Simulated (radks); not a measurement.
Species: the krypton ion Kr10+. Configuration: [Ar] 3d8.

Calculated with a radial shooting solver on a logarithmic mesh with Libxc functionals: scalar-relativistic Kohn-Sham, LB94 model potential, spin-polarised, spherical densities, finite nucleus; open shells are filled with parallel spins first; Fermi nuclear charge, rms radius 4.1884 fm.

Energy parts (Ry):
part                    energy
kinetic             5650.76062
electron-nucleus  -12868.89073
Hartree             1890.90325
(The LB94 potential has no energy functional, so no total or exchange-correlation energy is given.)

Orbitals (lengths in bohr, moments of r in powers of bohr; <r^-3> diverges for s and p1/2):
orbital  occ.  eigenvalue (Ry)      <r>  <r^-3>
1s down     1        -1065.383  0.04141       -
1s up       1        -1065.378  0.04141       -
2s down     1        -156.3628   0.1828       -
2s up       1        -156.3517   0.1829       -
2p down     3        -140.6092   0.1593    1516
2p up       3        -140.5921   0.1594    1515
3s up       1        -36.19184   0.5187       -
3s down     1        -35.95086   0.5195       -
3p up       3        -31.12682   0.5227   238.9
3p down     3        -30.88936   0.5238   237.8
3d up       5        -22.79241   0.5104   31.14
3d down     3        -22.57341   0.5116   31.14

The highest occupied level is 3d down at -307.13 eV. For comparison, the ionisation energy in NIST's Atomic Spectra Database is 308 eV (theoretical). In exact Kohn-Sham theory the highest level is minus the ionisation energy, but local and semilocal functionals leave it too shallow, through self-interaction and a potential that decays too fast; potentials with the right tail come closer. The density falls to 0.001 e/bohr^3 at r = 1.65 bohr.
